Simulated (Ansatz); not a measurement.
The same path of CH$_{5}$NOZn (9 atoms, charge 0, multiplicity 1) was run 3 times with different band settings. The coordinate that changes most is the height of N1 over the plane of its neighbours.

Method: RKS B3LYP/def2-SVP in Ansatz.

Relaxed end points:

```xyz
9
Properties=species:S:1:pos:R:3
N -0.747 2.383 0.325
Zn -0.153 0.654 0.171
C 0.569 -1.175 0.158
O 0.105 -1.862 -1.000
H -1.753 2.520 0.429
H -0.433 3.046 -0.383
H 1.678 -1.122 0.192
H 0.262 -1.687 1.095
H 0.471 -2.757 -0.986
```

```xyz
9
Properties=species:S:1:pos:R:3
N -0.740 2.386 0.321
Zn -0.151 0.655 0.169
C 0.571 -1.174 0.156
O 0.096 -1.866 -0.994
H -0.454 3.038 -0.410
H -1.741 2.524 0.461
H 1.681 -1.121 0.179
H 0.274 -1.683 1.098
H 0.463 -2.760 -0.981
```

Common settings: spring 5.0 eV/Å²; start path through a guess of the saddle point; force threshold 0.05 eV/Å; iteration limit 60; end points relaxed.

| run | movable images | climbing image | optimiser |
| --- | --- | --- | --- |
| 1 | 7 | yes | quadratic models (default) |
| 2 | 7 | from the first iteration | fire |
| 3 | 2 | no | quadratic models (default) |

Question: What does each run give, and how far can it be trusted?

Answer: Run 1: converged after 15 iterations, highest image 0.026 eV above the first end. A vibrational analysis at the climbing image gives one clearly imaginary mode, 277i cm⁻¹: a first-order saddle point.
Run 2: not converged after 60 iterations, highest image 0.168 eV above the first end. The band didn't meet its force threshold, so its energies are provisional: the largest band force was still 0.10 eV/Å, and over the last iterations the top stayed at 0.17 eV.
Run 3: converged after 8 iterations, highest image 0.008 eV above the first end. No image climbed, so the highest image needn't sit at the top of the path. So few images can step over the top or miss a turn of the path.
